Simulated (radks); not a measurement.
The nuclear charge of the antimony ion Sb+ is varied continuously with 50 electrons held in [Kr] 4d10 5s2 5p2. Method: Dirac Kohn-Sham, BLYP, spin-unpolarised, spherical densities, point nucleus; open shells fill j = l - 1/2 first; computed with a radial shooting solver on a logarithmic mesh with Libxc functionals. By the Hellmann-Feynman theorem dE/dZ = E(electron-nucleus)/Z, the electronic potential at the nucleus.

[
 {"Z": "50", "E (hartree)": "-6179.65331", "E(electron-nucleus)/Z (hartree)": "-300.020", "HOMO": "5p1/2", "e(HOMO) (eV)": "-3.729", "<r> HOMO (bohr)": "3.184"},
 {"Z": "50.1", "E (hartree)": "-6209.69736", "E(electron-nucleus)/Z (hartree)": "-300.861", "HOMO": "5p1/2", "e(HOMO) (eV)": "-4.468", "<r> HOMO (bohr)": "3.105"},
 {"Z": "50.2", "E (hartree)": "-6239.82545", "E(electron-nucleus)/Z (hartree)": "-301.701", "HOMO": "5p1/2", "e(HOMO) (eV)": "-5.234", "<r> HOMO (bohr)": "3.034"},
 {"Z": "50.3", "E (hartree)": "-6270.03759", "E(electron-nucleus)/Z (hartree)": "-302.542", "HOMO": "5p1/2", "e(HOMO) (eV)": "-6.027", "<r> HOMO (bohr)": "2.969"},
 {"Z": "50.4", "E (hartree)": "-6300.33375", "E(electron-nucleus)/Z (hartree)": "-303.382", "HOMO": "5p1/2", "e(HOMO) (eV)": "-6.845", "<r> HOMO (bohr)": "2.908"},
 {"Z": "50.5", "E (hartree)": "-6330.71393", "E(electron-nucleus)/Z (hartree)": "-304.222", "HOMO": "5p1/2", "e(HOMO) (eV)": "-7.686", "<r> HOMO (bohr)": "2.852"},
 {"Z": "50.6", "E (hartree)": "-6361.17814", "E(electron-nucleus)/Z (hartree)": "-305.062", "HOMO": "5p1/2", "e(HOMO) (eV)": "-8.550", "<r> HOMO (bohr)": "2.800"},
 {"Z": "50.7", "E (hartree)": "-6391.72636", "E(electron-nucleus)/Z (hartree)": "-305.902", "HOMO": "5p1/2", "e(HOMO) (eV)": "-9.437", "<r> HOMO (bohr)": "2.751"},
 {"Z": "50.8", "E (hartree)": "-6422.35861", "E(electron-nucleus)/Z (hartree)": "-306.743", "HOMO": "5p1/2", "e(HOMO) (eV)": "-10.346", "<r> HOMO (bohr)": "2.705"},
 {"Z": "50.9", "E (hartree)": "-6453.07489", "E(electron-nucleus)/Z (hartree)": "-307.583", "HOMO": "5p1/2", "e(HOMO) (eV)": "-11.275", "<r> HOMO (bohr)": "2.662"},
 {"Z": "51", "E (hartree)": "-6483.87522", "E(electron-nucleus)/Z (hartree)": "-308.424", "HOMO": "5p1/2", "e(HOMO) (eV)": "-12.224", "<r> HOMO (bohr)": "2.620"},
 {"Z": "51.1", "E (hartree)": "-6514.75961", "E(electron-nucleus)/Z (hartree)": "-309.264", "HOMO": "5p1/2", "e(HOMO) (eV)": "-13.194", "<r> HOMO (bohr)": "2.581"},
 {"Z": "51.2", "E (hartree)": "-6545.72806", "E(electron-nucleus)/Z (hartree)": "-310.105", "HOMO": "5p1/2", "e(HOMO) (eV)": "-14.183", "<r> HOMO (bohr)": "2.544"},
 {"Z": "51.3", "E (hartree)": "-6576.78061", "E(electron-nucleus)/Z (hartree)": "-310.946", "HOMO": "5p1/2", "e(HOMO) (eV)": "-15.192", "<r> HOMO (bohr)": "2.509"},
 {"Z": "51.4", "E (hartree)": "-6607.91726", "E(electron-nucleus)/Z (hartree)": "-311.787", "HOMO": "5p1/2", "e(HOMO) (eV)": "-16.219", "<r> HOMO (bohr)": "2.475"},
 {"Z": "51.5", "E (hartree)": "-6639.13804", "E(electron-nucleus)/Z (hartree)": "-312.628", "HOMO": "5p1/2", "e(HOMO) (eV)": "-17.264", "<r> HOMO (bohr)": "2.443"},
 {"Z": "51.6", "E (hartree)": "-6670.44296", "E(electron-nucleus)/Z (hartree)": "-313.470", "HOMO": "5p1/2", "e(HOMO) (eV)": "-18.328", "<r> HOMO (bohr)": "2.412"},
 {"Z": "51.7", "E (hartree)": "-6701.83205", "E(electron-nucleus)/Z (hartree)": "-314.312", "HOMO": "5p1/2", "e(HOMO) (eV)": "-19.410", "<r> HOMO (bohr)": "2.382"},
 {"Z": "51.8", "E (hartree)": "-6733.30534", "E(electron-nucleus)/Z (hartree)": "-315.154", "HOMO": "5p1/2", "e(HOMO) (eV)": "-20.509", "<r> HOMO (bohr)": "2.353"},
 {"Z": "51.9", "E (hartree)": "-6764.86285", "E(electron-nucleus)/Z (hartree)": "-315.996", "HOMO": "5p1/2", "e(HOMO) (eV)": "-21.625", "<r> HOMO (bohr)": "2.325"},
 {"Z": "52", "E (hartree)": "-6796.50460", "E(electron-nucleus)/Z (hartree)": "-316.839", "HOMO": "5p1/2", "e(HOMO) (eV)": "-22.759", "<r> HOMO (bohr)": "2.299"}
]

The central difference of E at Z = 51 is -308.424 hartree, to compare with the third column; the second derivative is -8.41 hartree.
